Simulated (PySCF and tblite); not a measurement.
Values are calculated unless marked as measured or tabulated.
trans-1,2-dimethylcyclohexane, C8H16, numbered as in [CH3:1][C@@H:2]1[CH2:3][CH2:4][CH2:5][CH2:6][C@H:7]1[CH3:8].

Free energies: B3LYP-D3(BJ)/def2-SVPD (IEF-PCM, chloroform) on PBE0-D3(BJ)/def2-SVP structures plus GFN2-xTB thermal terms, symmetry and mirror images included. Conformers within 3 kcal/mol (GFN2-xTB free energy) were kept, 6 at most. Couplings: B3LYP/pcSseg-1 with pcJ-1 on H (gas phase; spin-dipole term only for pairs with B, N, F, Si or P). Couplings are for ¹H. Of two unlike H on one atom, a is the less shielded (PBE0/pcSseg-1 (IEF-PCM, chloroform)). Codes: tblite and PySCF.

The 6-ring runs over atoms 2–3–4–5–6–7.

```tsv
conformer	shape	weight %
1	6-ring chair (all substituents equatorial)	98.5
2	6-ring chair (C1, C8 axial)	1.5
```

**Question.** Give the couplings in each conformer and the averages at 298.15 K (pairs that fast motion interchanges averaged).

**Answer.** 
```csv
coupling,pairs,1,2,average (Hz)
"²J(H1,H1)",6,-14.0,-14.1,-14.0
"³J(H1,H2)",6,7.3,8.2,7.3
"³J(H2,H3b)",2,12.5,2.5,12.3
"³J(H2,H3a)",2,3.8,5.6,3.8
"⁴J(H2,H4a)",2,-0.5,-0.9,-0.6
"³J(H2,H7)",1,10.3,1.8,10.2
"²J(H3b,H3a)",2,-14.8,-15.2,-14.8
"³J(H3b,H4a)",2,4.1,4.3,4.1
"³J(H3b,H4b)",2,14.3,3.2,14.1
"⁴J(H3b,H5a)",2,-0.5,-0.6,-0.5
"³J(H3a,H4a)",2,3.3,15.3,3.5
"³J(H3a,H4b)",2,4.1,4.6,4.1
"⁴J(H3a,H5b)",2,-0.6,-0.6,-0.6
"⁴J(H3a,H5a)",2,1.5,0.0,1.5
"²J(H4a,H4b)",2,-14.7,-15.1,-14.7
"³J(H4a,H5b)",2,4.1,4.5,4.1
"³J(H4a,H5a)",1,3.2,14.8,3.4
"³J(H4b,H5b)",1,14.2,3.0,14.1
```

Only couplings over up to 4 bonds are listed; longer-range ones, if any, are left out.
